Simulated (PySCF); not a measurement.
Can point charges reproduce the dipole moment of `CCc1nnccc1[SiH3]`?

Coordinates (PBE0-D3(BJ)/def2-SVP, Å) and charges (e) from the PBE0/pcSseg-1 density (PySCF):

```tsv
atom	x	y	z	Mulliken	IAO	Hirshfeld	ESP-fitted
C1	2.419	0.196	-0.651	-0.2780	-0.4039	-0.1113	-0.0145
C2	1.040	0.448	-1.256	-0.1940	-0.2588	-0.0680	-0.3580
C3	-0.012	-0.417	-0.622	+0.0475	+0.1336	+0.0682	+0.5809
N4	-0.055	-1.670	-1.082	-0.2390	-0.1697	-0.0997	-0.2975
N5	-0.900	-2.544	-0.588	-0.2194	-0.1453	-0.1055	-0.3874
C6	-1.728	-2.182	0.384	+0.1317	-0.0386	+0.0072	+0.4082
C7	-1.748	-0.894	0.922	-0.1038	-0.1348	-0.0338	-0.3209
C8	-0.856	0.044	0.412	-0.3269	-0.2814	-0.0872	-0.1382
Si9	-0.812	1.811	1.069	+0.5208	+0.5748	+0.3127	+0.2580
H10	3.185	0.811	-1.145	+0.1236	+0.1426	+0.0453	+0.0464
H11	2.693	-0.862	-0.772	+0.1367	+0.1513	+0.0420	+0.0355
H12	2.434	0.431	0.424	+0.1174	+0.1346	+0.0350	+0.0014
H13	1.061	0.212	-2.331	+0.1467	+0.1615	+0.0479	+0.0827
H14	0.767	1.512	-1.162	+0.1344	+0.1295	+0.0379	+0.1048
H15	-2.405	-2.963	0.744	+0.1126	+0.1637	+0.0594	+0.0166
H16	-2.450	-0.643	1.722	+0.1006	+0.1572	+0.0580	+0.1632
H17	0.559	2.171	1.538	-0.0649	-0.1062	-0.0682	-0.0524
H18	-1.222	2.779	0.008	-0.0586	-0.1048	-0.0691	-0.0775
H19	-1.770	1.893	2.212	-0.0874	-0.1054	-0.0706	-0.0513
```

Problem. Form Σ q r in debye for every column and set it beside the full dipole.

Solution. The full density gives (-0.78, 2.65, 2.08) D, 3.46 D in size; dipole vectors point from the negative to the positive end.

```tsv
scheme	μx	μy	μz	size (D)	share of the full size (%)	angle to the full dipole (°)
Mulliken	0.60	4.47	2.05	4.96	143	24
IAO	-0.45	2.89	1.82	3.44	100	8
Hirshfeld	-0.31	1.57	1.02	1.90	55	6
ESP-fitted	-0.74	2.58	2.07	3.39	98	1
```

Problem. Which set comes closest?

Solution. Length of the difference vector: ESP-fitted 0.08 D, IAO 0.48 D, Hirshfeld 1.58 D, Mulliken 2.28 D. Closest: ESP-fitted. ESP charges are fitted to the potential around the molecule, whose slowest-falling term is the dipole's. 

Problem. What is left for the Hirshfeld atoms' own dipoles?

Solution. The shares of the density sum to the whole, so what Σ q r misses lies in dipoles about the nuclei. The atomic dipoles sum to (-0.78, 2.65, 2.08) − (-0.31, 1.57, 1.02) = (-0.47, 1.08, 1.06) D, 1.58 D in size.

Problem. With the origin at the mean of the coordinates, (0.011, 0.007, -0.009) Å, which are the largest single terms, by size, of the Hirshfeld dipole along the direction of the full one?

Solution. Si9 +3.33, H19 -1.08, N5 +1.06, N4 +0.92, H17 -0.81 D; all 19 atoms together +1.89 D. The single terms depend on the origin, their sum doesn't.

Problem. Give the size of the full dipole in other units.

Solution. 3.46 D = 1.359 au = 0.719 e·Å = 11.53 × 10⁻³⁰ C·m.

Geometry: PBE0-D3(BJ)/def2-SVP, one conformer, isolated molecule.

The values belong to the conformer `[CH3:1][CH2:2][c:3]1[n:4][n:5][cH:6][cH:7][c:8]1[SiH3:9]`: C1–C2–C3–N4 -80°.
